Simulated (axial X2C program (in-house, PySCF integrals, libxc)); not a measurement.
Potential curves of BiO, with spin–orbit coupling

All values were computed with an in-house all-electron X2C program for linear molecules (integrals from PySCF). Two-component (2c) means X2C with spin–orbit coupling and atomic mean-field two-electron Coulomb and Gaunt terms. Basis: Bi dyall-cv3z [12s14p10d6f1g], O dyall-av3z [7s6p3d2f] (cores contracted in-house); Gaussian nuclei, density fitting, unrestricted open shells. Masses: Bi 208.980 u, O 15.995 u.

State: Ω = 1/2 (⟨Sz⟩ = -0.46, ⟨Lz⟩ = 0.96 at BP86). Energies in kJ/mol from the fragments at the same level (Bi + O). Fits are polynomials in 1 − R0/R over 0.85 to 1.23 times the lowest point R0.

```csv
R (Å),BP86,PBE0
1.7481,-327.04,-262.27
1.8057,-366.85,-295.88
1.8634,-389.59,-312.67
1.9210,-399.29,-316.90
1.9882,-398.48,-310.62
2.0555,-388.31,-296.45
```

The state is one determinant whose occupation by symmetry is held fixed; it was picked as the lowest of a PBE0 search that is not exhaustive. De is counted from the lowest determinant-based energies of the atoms at the same level, without counterpoise correction. Density functionals use the spin component along the axis (collinear). In 2c an atomic determinant is not the ground J level, so De misses part of the atomic spin–orbit lowering. This holds for BP86, PBE0. Without a current term, density functionals place determinants with orbital angular momentum somewhat too high. The determinant is spin-polarised beyond a pure state at some levels (its spin-free form has ⟨S²⟩ too high), which makes Re and μ there less reliable.

(1) What are Re, ωe and De at the BP86 level?

(2) What are Re, ωe and De at the PBE0 level?

Answers

(1) At BP86, 2c: Re = 1.949 Å, ωe ≈ 693 cm⁻¹, De = 4.15 eV to Bi + O; Be follows as 0.299 cm⁻¹.

(2) At PBE0, 2c: Re = 1.916 Å, ωe ≈ 728 cm⁻¹, De = 3.28 eV to Bi + O; Be follows as 0.309 cm⁻¹.
